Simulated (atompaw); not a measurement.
## Before and after: PAW (atompaw) potential for potassium (K)

K (Z = 19), PAW, made with atompaw 4.2.0.5 (LDA (PW92), scalar-relativistic). Core [Ne] 3s2, reference 3p6 4s0.5 4p0.5. Waves: 4s (bound): rc 3.00 bohr; 4s channel at 1.35 Ry: rc 3.00 bohr; 3p (bound): rc 1.90 bohr; 4p (bound): rc 3.00 bohr; 3d channel at -0.05 Ry: rc 3.00 bohr; 3d channel at 0.7 Ry: rc 3.00 bohr. Local part: ultrasoft scheme with l = 3 at 0.5 Ry, radius 2.95 bohr. Core correction: smooth core density matched at 2.40 bohr. Augmentation charge: besselshape compensation charge, radius 2.50 bohr; PAW radius 3.00 bohr; waves and projectors: custom polynom gramschmidtortho.

Change: all radii scaled by about 1.28 (s 3.84, p 2.44, d 3.84 bohr); local potential ultrasoft scheme with l = 3 at 0.5 Ry, radius 3.78 bohr; augmentation besselshape compensation charge, radius 3.20 bohr; PAW radius 3.84 bohr; waves and projectors: custom polynom gramschmidtortho; core correction smooth core density matched at 3.08 bohr.

Cutoffs: the cutoffs (Ry, on a coarse ladder) from which the occupation-weighted sum of valence levels, in a spherical-Bessel basis at the reference potential, stays within 10 and 1 mRy of its value at 400 Ry; they do not see the model core or the augmentation charge, which bear on the density cutoff.

Question: What does the change do?

Answer: The potential gets softer (21 Ry and 35 Ry → 12 Ry and 25 Ry); the bound ghost in s disappears. A larger radius leaves more room for a smooth pseudo-wave, so fewer plane waves are needed.

```tsv
quantity	base	changed
cutoff, loose	21 Ry	12 Ry
cutoff, tight	35 Ry	25 Ry
loose cutoff by channel (10 mRy a level)	s 6 Ry, p 15 Ry	s 6 Ry, p 10 Ry
bound ghosts	s	none
lowest overlap eigenvalue by channel	s 0.31, p 0.54, d 0.94	s 0.12, p 0.64, d 0.93
```

 A true bound ghost makes a file unfit for plane-wave use even where its test errors are small: the radial tests pick states by their node count and pass the ghost by. The cutoffs see the waves, projectors and local potential, not the compensation charge or the core.
